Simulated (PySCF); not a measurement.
Members of one family of related compounds. Method: TDDFT CAM-B3LYP/def2-SVPD, vertical, gas phase, core orbitals frozen in the response (PySCF 2.14.0, density-fitted response routines). Geometries: PBE0-D3(BJ)/def2-SVP; one conformer of each isolated species. Triplets are in the Tamm–Dancoff approximation. 'Strongest' means the level of largest summed f among the lowest 10 singlets; it needn't be the same kind of state in each. Relativistic effects are left out although some hold elements past zinc.

**Question.** Rank by computed HOMO–LUMO gap, lowest first.
A. `BCBC#C`
B. `BCBBr`
C. `BCBCCC`
D. `BCBN1CCCC1`

**Answer.** A (8.15 eV), D (8.31 eV), B (8.46 eV), C (9.18 eV).

| SMILES | gap (eV) | HOMO (eV) | strongest (eV) | α (au) | f (S1) | T1 (eV) | S1 mainly |
| --- | --- | --- | --- | --- | --- | --- | --- |
| BCBC#C | 8.15 | -9.35 | 5.45 | 64.6 | 0.001 | 3.85 | H→L (87%) |
| BCBN1CCCC1 | 8.31 | -8.47 | 5.34 | 94.5 | 0.126 | 4.41 | H→L (82%) |
| BCBBr | 8.46 | -9.45 | 6.47 | 63.0 | 0.005 | 4.63 | H→L (82%) |
| BCBCCC | 9.18 | -9.93 | 5.53 | 78.2 | 0.001 | 4.82 | H→L (71%) |

H and L stand for HOMO and LUMO.

- `BCBC#C`: Löwdin shares by element: HOMO carbon 79%, boron 9% or more; LUMO boron 43%, carbon 28% or more (atoms not listed hold the other 29%).
- `BCBN1CCCC1`: Löwdin shares by element: HOMO nitrogen 45%, carbon 18% or more, boron 10% or more (atoms not listed hold the other 26%); LUMO boron 52%, carbon 15% or more, hydrogen 8% or more (atoms not listed hold the other 25%).
- `BCBBr`: Löwdin shares by element: HOMO bromine 73%, boron 12% or more, carbon 7%, hydrogen 5% or more; LUMO boron 53%, carbon 16%, bromine 11% (atoms not listed hold the other 19%).
- `BCBCCC`: Löwdin shares by element: HOMO carbon 29% or more, boron 22% or more, hydrogen 12% or more (atoms not listed hold the other 37%); LUMO boron 54%, carbon 18% or more, hydrogen 6% or more (atoms not listed hold the other 22%).
